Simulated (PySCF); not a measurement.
Calculations on trans-Si(PH3)2Cl4, `P->[Si](<-P)(Cl)(Cl)(Cl)Cl`, in the order of a workflow; each names the level of the geometry that it ran on. Settings lines and outputs come from a driver script.

Compound: trans-Si(PH3)2Cl4.
Bonds: Si1–P2, Si1–P6, Si1–Cl10, Si1–Cl11, Si1–Cl12, Si1–Cl13. Hydrogens: H3, H4, H5 on P2; H7, H8, H9 on P6.

Step 1: PBE0-D3(BJ)/def2-SVP geometry optimisation, gas phase (PySCF 2.14.0) (from the GFN2-xTB geometry)
```json
{"job": {"xc": "PBE0", "basis": "def2-SVP", "d3": "d3bj", "grid": 1, "maxiter": 40, "shake": 0.03, "kind": "geom"}, "charge": 0, "multiplicity": 1}
```
```
step   0  E = -2814.86462014  max force = 0.067606
step   1  E = -2814.87824644  max force = 0.051348
step   2  E = -2814.88641625  max force = 0.026065
step   3  E = -2814.88962288  max force = 0.012741
...
step  13  E = -2814.89451454  max force = 0.001006
step  14  E = -2814.89451954  max force = 0.000951
step  15  E = -2814.89453507  max force = 0.000446
step  16  E = -2814.89453799  max force = 0.000261
optimisation converged
```

Final energy -2814.89454 Eh after 16 steps; dipole 0.39 D. Energies in Eh; «max force» is the largest Cartesian gradient component in Eh/bohr.

Step 2: TDDFT wB97X-D/def2-SVPD, vertical, gas phase, core orbitals frozen in the response (PySCF 2.14.0, density-fitted response routines) (on the PBE0-D3(BJ)/def2-SVP geometry)
```json
{"job": {"kind": "uv", "xc": "wB97X-D", "basis": "def2-SVPD", "ip": false, "nstates": 10}, "charge": 0, "multiplicity": 1}
```
```
...
Static polarisability (au): isotropic 136.017, principal 129.397 129.638 149.018
Singlet excitations
state   eV       nm        f      main configurations
  1   5.1173    242.3   0.00000   H->L 0.96
  2   5.7917    214.1   0.07580   H-1->L 0.96
  3   6.0400    205.3   0.01929   H-2->L 0.95
  4   6.0420    205.2   0.01809   H-3->L 0.95
  5   6.2604    198.0   0.00008   H-4->L 0.96
  6   6.6241    187.2   0.00007   H-5->L 0.62, H-8->L 0.32
  7   6.6979    185.1   0.00020   H-7->L 0.79, H-6->L 0.14
  8   6.8502    181.0   0.00023   H-8->L 0.60, H-5->L 0.32
  9   6.9200    179.2   0.00131   H->L+1 0.93
 10   6.9440    178.5   0.00045   H->L+2 0.59, H-6->L 0.29
Triplet excitations (Tamm-Dancoff, eV): 4.8929 5.4355 5.7199 5.7200
```

HOMO -9.27 eV, LUMO 0.24 eV; lowest singlet 5.12 eV; lowest triplet 4.89 eV (Tamm–Dancoff); mean polarisability 136.0 au.

Step 3: delta-SCF UKS SCAN, pcX-2 on the ionised atom, pcseg-1 elsewhere, spin-free X2C (PySCF 2.14.0) (on the PBE0-D3(BJ)/def2-SVP geometry)
```json
{"job": {"kind": "xps", "metal_2p": true}, "charge": 0, "multiplicity": 1}
```
```
...
ground state, core basis on atom 0 (Si), 198 functions
  E(ground) = -2824.08151143 Eh
hole in Si 1s of atom 0
  E(ion) = -2756.12400625 Eh   <S^2> = 0.7527   hole on atom = 1.000   binding energy = 1849.218 eV
hole in Si 2p of atom 0
  E(ion) = -2820.07275207 Eh   <S^2> = 0.7518   hole on atom = 1.003   binding energy = 109.084 eV
  2p3/2 = 108.855 eV   2p1/2 = 109.481 eV
ground state, core basis on atom 1 (P), 198 functions
  E(ground) = -2824.10194246 Eh
hole in P 1s of atom 1
  E(ion) = -2745.01906975 Eh   <S^2> = 0.7520   hole on atom = 1.000   binding energy = 2151.955 eV
hole in P 2p of atom 1
  E(ion) = -2819.00794472 Eh   <S^2> = 0.7541   hole on atom = 1.002   binding energy = 138.615 eV
  2p3/2 = 138.372 eV   2p1/2 = 139.262 eV
ground state, core basis on atom 9 (Cl), 198 functions
  E(ground) = -2824.18635268 Eh
hole in Cl 1s of atom 9
  E(ion) = -2720.28237909 Eh   <S^2> = 0.7520   hole on atom = 1.000   binding energy = 2827.371 eV
hole in Cl 2p of atom 9
  E(ion) = -2816.63858781 Eh   <S^2> = 0.7521   hole on atom = 1.001   binding energy = 205.385 eV
  2p3/2 = 204.808 eV   2p1/2 = 206.461 eV
```

Si1s of Si1 1849.22 eV; Si2p of Si1 109.06 eV (mean of the 2p shell); P1s of P2 2151.95 eV; P2p of P2 138.67 eV (mean of the 2p shell); Cl1s of Cl10 2827.37 eV; Cl2p of Cl10 205.36 eV (mean of the 2p shell); one atom stands for each set of equivalent ones. SCF cycles are left out; they run on a coarse grid, and E(ground) and E(ion) are re-evaluated on a finer one. For a 2p shell the printed binding energy is that of one 2p hole without spin–orbit coupling; the 2p3/2 and 2p1/2 values follow from a further step that adds the ground-state splitting of the three 2p orbitals and a mean-field spin–orbit operator, and the shell mean corrects the one hole to the average of the three. The log counts atoms from 0, this text from 1.

Question: Which step took the most CPU time, and about what did each take on an Arm Neoverse V1 with one thread, no GPU (shared host)?

Answer: Step 1, about 67 % of the total. CPU time by step: 1: 4.2 min, 2: 66 s, 3: 58 s.

Geometry of the electronic-property runs (PBE0-D3(BJ)/def2-SVP):
```
atom  x, y, z in Å
Si1   -0.0526   -0.0802    0.0020
P2    -0.0649    0.0892    2.3640
H3     0.4287    1.3082    2.8803
H4     0.7463   -0.8653    3.0168
H5    -1.2931   -0.0455    3.0550
P6     0.0904   -0.0657   -2.3620
H7     1.1910    0.6387   -2.9000
H8    -1.0064    0.5532   -3.0001
H9     0.1726   -1.3021   -3.0461
Cl10   2.1134    0.1544    0.1783
Cl11  -2.2015   -0.2987   -0.1371
Cl12  -0.2598    2.0894   -0.1793
Cl13   0.1665   -2.2278    0.1505
```


The pairwise dispersion term of wB97X-D wasn't added to the energies; at a given geometry it leaves orbitals and properties as they are.
